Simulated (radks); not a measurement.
Values are calculated unless marked as measured or tabulated.
Valence configurations of the strontium ion Sr+ (all share [Kr]). Level of theory: Dirac Kohn-Sham, PBEsol, spin-unpolarised, spherical densities, point nucleus; open shells are shared between the two j in proportion to 2j + 1 (a radial shooting solver on a logarithmic mesh with Libxc functionals). Energies are relative to 5s1; eigenvalues in eV.

valence      E (eV)  e(4d3/2)  e(4d5/2)  e(5p1/2)  e(5p3/2)  e(5s1/2)
5s1           0.000         -         -         -         -    -8.341
5s0.5 5p0.5   1.465         -         -    -5.805    -5.697    -8.654
4d1           1.736    -5.531    -5.474         -         -         -
5p1           2.922         -         -    -6.094    -5.988         -

NIST lists [Kr] 5s1 as the ground configuration; this level of theory agrees among the configurations tried. The energies are those of spherical spin-averaged densities, not of single terms.
